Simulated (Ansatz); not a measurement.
`C[O][Sc]([F])[O]C`, 12 atoms. Total charge 0; spin multiplicity 1. Correlated methods include outer-core shells of Sc, which these sets cover unevenly. Scalar relativity is left out up to krypton. All runs use 4 threads of an Arm Neoverse V2 on a shared host. Correlated methods freeze the cores.

Task: Give the basis size and wall time and peak host memory of each of these runs in Ansatz. RKS ωB97M-V/def2-SVP energy; RKS PBE0-D4/def2-TZVP frequencies; RKS r2SCANh-D4/def2-TZVPP energy; RHF-MP2/def2-TZVPP energy; RHF-CCSD(T)/def2-SVP energy; RKS PBE0-D4/def2-QZVPP energy; RKS PBE0-D4/def2-TZVP relaxation (17 steps); RHF-MP2/def2-QZVPP energy; RKS r2SCAN0-D4/def2-TZVPP energy; direct RPA on PBE orbitals/def2-TZVPP energy; RKS BLYP-D4/def2-TZVPP energy; RKS ωB97M-V/def2-TZVPP energy and forces. (Estimate.)

Result: Ansatz gave: Other jobs shared the machine, so times are rough.

```tsv
level	job	functions	wall time	peak host memory (GiB)
RKS BLYP-D4/def2-TZVPP	energy	303	3.9 s	0.43
RHF-MP2/def2-TZVPP	energy	303	7 s	0.89
RKS ωB97M-V/def2-SVP	energy	131	8 s	0.5
RKS r2SCANh-D4/def2-TZVPP	energy	303	9 s	0.93
RKS r2SCAN0-D4/def2-TZVPP	energy	303	9.5 s	0.95
direct RPA on PBE orbitals/def2-TZVPP	energy	303	13 s	0.92
RKS PBE0-D4/def2-QZVPP	energy	558	14 s	2.2
RKS ωB97M-V/def2-TZVPP	energy and forces	303	20 s	1.3
RHF-CCSD(T)/def2-SVP	energy	131	26 s	1
RHF-MP2/def2-QZVPP	energy	558	42 s	3.9
RKS PBE0-D4/def2-TZVP	relaxation (17 steps)	236	100 s	0.74
RKS PBE0-D4/def2-TZVP	frequencies	236	5.1 min	0.73
```
